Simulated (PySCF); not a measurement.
methoxycyclobutane (C5H10O), SMILES O(C)C1CCC1.

Coordinates come from a B3LYP-D3(BJ)/def2-SVP optimisation. Other conformers were not sampled.

Level of theory: PySCF 2.14.0 with TDA-PBE/def2-SVPD.

Vertical excitations. 

```
state  energy (eV)  λ (nm)      f         main pairs
-----  -----------  ------  -----  -----------------
S1            5.92     209  0.012    HOMO→LUMO 100 %
S2            6.17     201  0.007   HOMO→LUMO+1 99 %
S3            6.41     194  0.012   HOMO→LUMO+2 99 %
S4            6.73     184  0.008  HOMO→LUMO+3 100 %
S5            7.10     175  0.025   HOMO→LUMO+4 99 %
S6            7.32     169  0.014   HOMO−1→LUMO 98 %
T1            5.79     214      0     HOMO→LUMO 99 %
T2            6.09     204      0   HOMO→LUMO+1 99 %
```
Triplets are in the Tamm–Dancoff approximation.
